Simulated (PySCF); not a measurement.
## Adding and removing an electron: BiCl

UHF-MP2; PySCF, scalar-relativistic core potentials, basis sets Bi cc-pVDZ-PP with ECP60, Cl cc-pV(D+d)Z. Neutral (UHF): triplet (π ↑↑), Re = 2.478 Å, ωe = 333 cm⁻¹, De = 2.37 eV.

BiCl⁺ (UHF): doublet (π ↑), Re = 2.365 Å, ωe = 402 cm⁻¹. The energies at the minima are -673.32680 hartree for BiCl and -673.02269 for BiCl⁺.

**Question.** Work out the adiabatic ionisation energy, without and with harmonic zero-point energies (1 hartree = 27.2114 eV, 1 eV = 8065.5 cm⁻¹), and the change of the bond length.

**Answer.** At UHF-MP2: 0.30411 hartree = 8.275 eV between the minima; the zero-point term (402.0 − 333.0)/2 cm⁻¹ = +0.004 eV makes it 8.280 eV. Re changes by -11.3 pm against the neutral. The electron leaves a π orbital, and the shorter bond of the ion fits an antibonding orbital, or a change in how ionic the bond is.

Correlated steps freeze 9 core orbitals. Correlated levels converge slowly with the basis: in double zeta they bind strong bonds too weakly, by up to about 1 eV, and carry superposition errors of some tenths. Spin–orbit coupling is left out, which matters for elements this heavy, above all for dissociation energies. States were picked by a PBE0 search and need not be the measured ground states.
